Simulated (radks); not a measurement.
Q: The chlorine ion Cl4+, configuration [Ne] 3s2 3p1 (the NIST ground configuration). Method: scalar-relativistic Kohn-Sham, PBE, spin-polarised, spherical densities, finite nucleus; open shells are filled with parallel spins first; Fermi nuclear charge, rms radius 3.3654 fm; computed with a radial shooting solver on a logarithmic mesh with Libxc functionals. Some entries of the table are withheld. Estimate them.

| orbital | occ. | eigenvalue (eV) | <r> (bohr) | <r^2> (bohr^2) |
|---|---|---|---|---|
| 1s up | 1 | -2817.894 | 0.09096 | 0.01113 |
| 1s down | 1 | -2817.645 | 0.09095 | 0.01113 |
| 2s up | 1 | -316.5132 | 0.4427 | 0.2327 |
| 2s down | 1 | -316.2592 | 0.4425 | 0.2325 |
| 2p up | 3 | -255.7903 | 0.4046 | (1) |
| 2p down | 3 | -255.4436 | 0.4045 | (2) |
| 3s up | 1 | -74.6441 | 1.350 | 2.078 |
| 3s down | 1 | -72.6932 | 1.353 | 2.089 |
| 3p up | 1 | -60.3643 | (3) | 2.399 |
| 3p down | 0 | -58.4683 | (4) | 2.428 |
| 3d up | 0 | -40.2298 | 1.614 | 3.063 |
| 3d down | 0 | -38.5611 | 1.632 | 3.145 |
| 4s up | 0 | -29.6514 | 2.958 | 9.824 |

A: 
(1) 2p up <r^2> (bohr^2): 0.2038
(2) 2p down <r^2> (bohr^2): 0.2035
(3) 3p up <r> (bohr): 1.442
(4) 3p down <r> (bohr): 1.449
